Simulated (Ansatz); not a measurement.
Basis sets compared for TiCl₄. Total charge 0; singlet. Geometry PBE-D4/def2-SVP. Ansatz on 2 threads of Intel Xeon 6975P-C on a shared host; times are rough, and most runs start from earlier orbitals.

```xyz
5

Ti    0.0000    0.0000    0.0000
Cl    2.1063    0.5196    0.1199
Cl   -1.0129    0.6610    1.8050
Cl   -0.2045   -2.1541   -0.1977
Cl   -0.8889    0.9734   -1.7272
```

The 6-31G sets use Cartesian d functions. B3LYP takes the VWN-RPA correlation.

Binding counts from free atoms (Ti triplet, Cl doublet) in the same basis, without a counterpoise term.

```json
{"level": "HF/6-31G", "functions": "81", "energy (Eh)": "-2686.4341", "HOMO (eV)": "-13.24", "LUMO (eV)": "-0.78", "binding per atom (eV)": "1.82", "wall time": "1.1 s"}
{"level": "HF/def2-TZVP", "functions": "193", "energy (Eh)": "-2686.7081", "HOMO (eV)": "-12.88", "LUMO (eV)": "0.17", "binding per atom (eV)": "2.21", "wall time": "4.2 s"}
{"level": "PBE-D4/def2-SVP", "functions": "103", "energy (Eh)": "-2688.9061", "HOMO (eV)": "-8.08", "LUMO (eV)": "-4.51", "binding per atom (eV)": "3.96", "wall time": "1.1 s"}
{"level": "PBE-D4/def2-TZVP (with forces)", "functions": "193", "energy (Eh)": "-2689.6582", "HOMO (eV)": "-8.26", "LUMO (eV)": "-4.61", "binding per atom (eV)": "–", "wall time": "2.5 s"}
{"level": "PBE-D4/def2-TZVPD", "functions": "232", "energy (Eh)": "-2689.6604", "HOMO (eV)": "-8.30", "LUMO (eV)": "-4.66", "binding per atom (eV)": "–", "wall time": "3.9 s"}
{"level": "r2SCAN-D4/def2-TZVP (with forces)", "functions": "193", "energy (Eh)": "-2690.4724", "HOMO (eV)": "-8.65", "LUMO (eV)": "-4.66", "binding per atom (eV)": "–", "wall time": "4.6 s"}
{"level": "r2SCAN-D4/def2-TZVPD", "functions": "232", "energy (Eh)": "-2690.4741", "HOMO (eV)": "-8.66", "LUMO (eV)": "-4.67", "binding per atom (eV)": "–", "wall time": "7.5 s"}
{"level": "B3LYP-D4/6-31G", "functions": "81", "energy (Eh)": "-2690.4415", "HOMO (eV)": "-9.57", "LUMO (eV)": "-4.39", "binding per atom (eV)": "3.36", "wall time": "2.1 s"}
{"level": "B3LYP-D4/def2-TZVP", "functions": "193", "energy (Eh)": "-2690.6892", "HOMO (eV)": "-9.34", "LUMO (eV)": "-4.03", "binding per atom (eV)": "3.56", "wall time": "3.7 s"}
{"level": "PBE0-D4/def2-SVP", "functions": "103", "energy (Eh)": "-2689.0507", "HOMO (eV)": "-9.55", "LUMO (eV)": "-3.89", "binding per atom (eV)": "3.61", "wall time": "2 s"}
{"level": "PBE0-D4/def2-TZVP", "functions": "193", "energy (Eh)": "-2689.7981", "HOMO (eV)": "-9.64", "LUMO (eV)": "-3.83", "binding per atom (eV)": "3.62", "wall time": "6 s"}
{"level": "PBE0-D4/def2-TZVPD", "functions": "232", "energy (Eh)": "-2689.7999", "HOMO (eV)": "-9.66", "LUMO (eV)": "-3.86", "binding per atom (eV)": "3.62", "wall time": "7 s"}
```

Q: Estimate the rows for PBE0-D4/def2-QZVPP.

A: 
```tsv
level	functions	energy (Eh)	HOMO (eV)	LUMO (eV)	binding per atom (eV)	wall time
PBE0-D4/def2-QZVPP	373	-2689.8720	-9.65	-3.82	3.63	17 s
```
